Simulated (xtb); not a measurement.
xtb input (GFN1-xTB):

```bash
xtb mol.xyz --gfn 1 --sp --chrg 0 --uhf 0
```
mol.xyz:
```
2

Tl    -0.00000000    -0.00000000    -0.43926089
Cl     0.00000000     0.00000000     2.09294892
```

Output:

```
           -------------------------------------------------
          |                Calculation Setup                |
           -------------------------------------------------

           -------------------------------------------------
          |                 G F N 1 - x T B                 |
           -------------------------------------------------

        Reference                      10.1021/acs.jctc.7b00118
      * Hamiltonian:
        H0-scaling (s, p, d)           1.850000    2.250000    2.000000
        zeta-weighting                 0.000000
      * Dispersion:
        s8                             2.400000
        a1                             0.630000
        a2                             5.000000
        s9                             0.000000
      * Repulsion:
        kExp                           1.500000
        rExp                           1.000000
      * Coulomb:
        alpha                          2.000000
        third order                    atomic
        anisotropic                    false
      * Halogen bond correction:
        rad-scale                      1.300000
        damping                        0.440000

          ...................................................
          :                      SETUP                      :
          :.................................................:
          :  # basis functions                  14          :
          :  # atomic orbitals                  13          :
          :  # shells                            5          :
          :  # electrons                        10          :
          :  # halogen bonds                     0          :
          :  max. iterations                   250          :
          :  Hamiltonian                  GFN1-xTB          :
          :  restarted?                      false          :
          :  GBSA solvation                  false          :
          :  PC potential                    false          :
          :  electronic temp.          300.0000000     K    :
          :  accuracy                    1.0000000          :
          :  -> integral cutoff          0.2500000E+02      :
          :  -> integral neglect         0.1000000E-07      :
          :  -> SCF convergence          0.1000000E-05 Eh   :
          :  -> wf. convergence          0.2000000E-04 e    :
          :  Broyden damping             0.4000000          :
          :  net charge                          0          :
          :  unpaired electrons                  0          :
          ...................................................

 iter      E             dE          RMSdq      gap      omega  full diag
   1     -5.5210065 -0.552101E+01  0.556E+00    6.09       0.0  T
   2     -5.5224816 -0.147505E-02  0.295E+00    5.69       1.0  T
   3     -5.5228866 -0.405027E-03  0.153E-01    5.30       1.0  T
   4     -5.5229045 -0.179136E-04  0.733E-02    5.35       1.0  T
   5     -5.5229054 -0.885800E-06  0.666E-03    5.34      10.6  T
   6     -5.5229054 -0.495973E-08  0.146E-03    5.34      48.5  T
   7     -5.5229054 -0.478288E-09  0.903E-06    5.34    7834.2  T
   8     -5.5229054 -0.177636E-14  0.941E-07    5.34   75113.2  T

   *** convergence criteria satisfied after 8 iterations ***

         #    Occupation            Energy/Eh            Energy/eV
      -------------------------------------------------------------
         1        2.0000           -0.8223980             -22.3786
         2        2.0000           -0.5456289             -14.8473
         3        2.0000           -0.4280310             -11.6473
         4        2.0000           -0.4280310             -11.6473
         5        2.0000           -0.4015056             -10.9255 (HOMO)
         6                         -0.2054110              -5.5895 (LUMO)
         7                         -0.2054110              -5.5895
         8                         -0.0415842              -1.1316
         9                          0.0430545               1.1716
        10                          0.0430545               1.1716
       ...                                ...                  ...
        13                          0.0694123               1.8888
      -------------------------------------------------------------
                  HL-Gap            0.1960946 Eh            5.3360 eV
             Fermi-level           -0.3034583 Eh           -8.2575 eV

 SCC (total)                   0 d,  0 h,  0 min,  0.002 sec
 SCC setup                      ...        0 min,  0.000 sec (  3.952%)
 Dispersion                     ...        0 min,  0.000 sec (  1.509%)
 classical contributions        ...        0 min,  0.000 sec (  0.791%)
 integral evaluation            ...        0 min,  0.000 sec ( 22.210%)
 iterations                     ...        0 min,  0.001 sec ( 42.321%)
 molecular gradient             ...        0 min,  0.000 sec ( 20.641%)
 printout                       ...        0 min,  0.000 sec (  8.031%)

         :::::::::::::::::::::::::::::::::::::::::::::::::::::
         ::                     SUMMARY                     ::
         :::::::::::::::::::::::::::::::::::::::::::::::::::::
         :: total energy              -5.521946782420 Eh    ::
         :: gradient norm              0.034957803729 Eh/a0 ::
         :: HOMO-LUMO gap              5.336005453946 eV    ::
         ::.................................................::
         :: SCC energy                -5.522905381579 Eh    ::
         :: -> electrostatic           0.023444242704 Eh    ::
         :: repulsion energy           0.001367978491 Eh    ::
         :: dispersion energy         -0.000409379331 Eh    ::
         :: halogen bond corr.         0.000000000000 Eh    ::
         :: add. restraining           0.000000000000 Eh    ::
         :: total charge               0.000000000000 e     ::
         :::::::::::::::::::::::::::::::::::::::::::::::::::::

           -------------------------------------------------
          |                Property Printout                |
           -------------------------------------------------

    * Orbital Energies and Occupations

         #    Occupation            Energy/Eh            Energy/eV
      -------------------------------------------------------------
         1        2.0000           -0.8223980             -22.3786
         2        2.0000           -0.5456289             -14.8473
         3        2.0000           -0.4280310             -11.6473
         4        2.0000           -0.4280310             -11.6473
         5        2.0000           -0.4015056             -10.9255 (HOMO)
         6                         -0.2054110              -5.5895 (LUMO)
         7                         -0.2054110              -5.5895
         8                         -0.0415842              -1.1316
         9                          0.0430545               1.1716
        10                          0.0430545               1.1716
        11                          0.0487712               1.3271
        12                          0.0487712               1.3271
        13                          0.0694123               1.8888
      -------------------------------------------------------------
                  HL-Gap            0.1960946 Eh            5.3360 eV
             Fermi-level           -0.3034583 Eh           -8.2575 eV

  Mulliken/CM5 charges         n(s)   n(p)   n(d)
     1Tl    0.58961  0.60465   1.963  0.447  0.000
     2Cl   -0.58961 -0.60465   1.941  5.646  0.002

Wiberg/Mayer (AO) data.
largest (>0.10) Wiberg bond orders for each atom

 ---------------------------------------------------------------------------
     #   Z sym  total        # sym  WBO       # sym  WBO       # sym  WBO
Note: The following floating-point exceptions are signalling: IEEE_DENORMAL
normal termination of xtb
 ---------------------------------------------------------------------------
     1  81 Tl   0.745 --     2 Cl   0.745
     2  17 Cl   0.745 --     1 Tl   0.745
 ---------------------------------------------------------------------------

Topologies differ in total number of bonds
Writing topology from bond orders to xtbtopo.mol

 dipole moment from electron density (au)
     X       Y       Z
   0.0000  -0.0000  -2.9013  total (Debye):    7.374

           -------------------------------------------------
          | TOTAL ENERGY               -5.521946782420 Eh   |
          | GRADIENT NORM               0.034957803729 Eh/α |
          | HOMO-LUMO GAP               5.336005453946 eV   |
           -------------------------------------------------

------------------------------------------------------------------------
------------------------------------------------------------------------
 total:
 SCF:
```
